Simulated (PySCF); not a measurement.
Species: 1,1-dimethylbutylamine, C6H15N.
Geometry (PBE0-D3(BJ)/def2-SVP, Å), atoms numbered from 1 in this order:
```xyz
22
C6H15N angstrom
C      2.8968   -0.0377    0.0027
C      1.4603   -0.5012    0.1862
C      0.4464    0.6118   -0.0373
C     -1.0299    0.1802   -0.0553
C     -1.4225   -0.5031    1.2537
C     -1.9027    1.4253   -0.2580
N     -1.2016   -0.7928   -1.1331
H      3.6119   -0.8583    0.1668
H      3.0658    0.3498   -1.0153
H      3.1541    0.7714    0.7058
H      1.3388   -0.9163    1.2007
H      1.2282   -1.3244   -0.5081
H      0.6625    1.1027   -1.0053
H      0.5750    1.3988    0.7267
H     -2.5004   -0.7342    1.2615
H     -1.2142    0.1453    2.1182
H     -0.8767   -1.4482    1.3808
H     -1.6320    1.9431   -1.1927
H     -2.9673    1.1471   -0.3214
H     -1.7913    2.1457    0.5682
H     -1.0317   -0.3436   -2.0325
H     -2.1673   -1.1170   -1.1569
```

Method used: TDDFT B3LYP/def2-SVPD, vertical, gas phase, core orbitals frozen in the response (PySCF).

Computed states:

| state | E (eV) | f |
| --- | --- | --- |
| S1 | 5.95 | 0.030 |
| S2 | 6.90 | 0.0016 |
| S3 | 6.98 | 0.0007 |
| S4 | 7.16 | 0.0066 |
| S5 | 7.50 | 0.010 |
| S6 | 7.62 | 0.019 |

Each state is given a Gaussian of 0.5 eV full width at half maximum, with ε(max) = 2.175×10⁸ f / Δν̃ (Δν̃ the width in cm⁻¹). The width is an assumption, not a result. The curve ends short of the highest state used, and states not computed would add to its high-energy end.

(1) What does the envelope look like, and where are its maxima?

(2) On this curve, what absorbance would a 10⁻⁵ mol/L sample give at 193 nm over a 1 cm path?

(3) Coming from long wavelengths, where does ε first pass 100 L mol⁻¹ cm⁻¹?

(4) Does any computed singlet lie in the visible range?

Results:

(1) 
E (eV), ε (L mol⁻¹ cm⁻¹) and a bar:
```
     5.20          3 
     5.25          7 
     5.30         16 
     5.35         31 #
     5.41         66 #
     5.46        117 ##
     5.51        196 ####
     5.56        310 ######
     5.61        463 ########
     5.67        698 #############
     5.72        924 #################
     5.77       1157 #####################
     5.82       1371 #########################
     5.87       1537 ############################
     5.93       1638 ##############################
     5.98       1625 ##############################
     6.03       1526 ############################
     6.08       1355 #########################
     6.13       1139 #####################
     6.19        859 ################
     6.24        639 ############
     6.29        451 ########
     6.34        302 #####
     6.39        194 ####
     6.45        113 ##
     6.50         77 #
     6.55         63 #
     6.60         66 #
     6.65         83 #
     6.71        117 ##
     6.76        157 ###
     6.81        205 ####
     6.86        260 #####
     6.92        333 ######
     6.97        397 #######
     7.02        464 ########
```

Maxima: 208 nm (5.95 eV), ε about 1600, made up of S1 (100%) (ε in L mol⁻¹ cm⁻¹; maxima over ε = 5, shares over 10%). At its high-energy end, 7.02 eV, the curve is still rising (ε about 460, from S2 and S4).

(2) 193 nm is 6.424 eV, where ε is about 140 L mol⁻¹ cm⁻¹, so A = ε c l ≈ 0.0014 (Beer–Lambert, with the gas-phase spectrum and the assumed width).

(3) At about 228 nm (5.45 eV), 0.50 eV below S1.

(4) No computed singlet lies in the visible range (380 to 750 nm); the lowest, at 208 nm, stands 2.69 eV above its violet end (3.26 eV).

One conformer stands for the species.
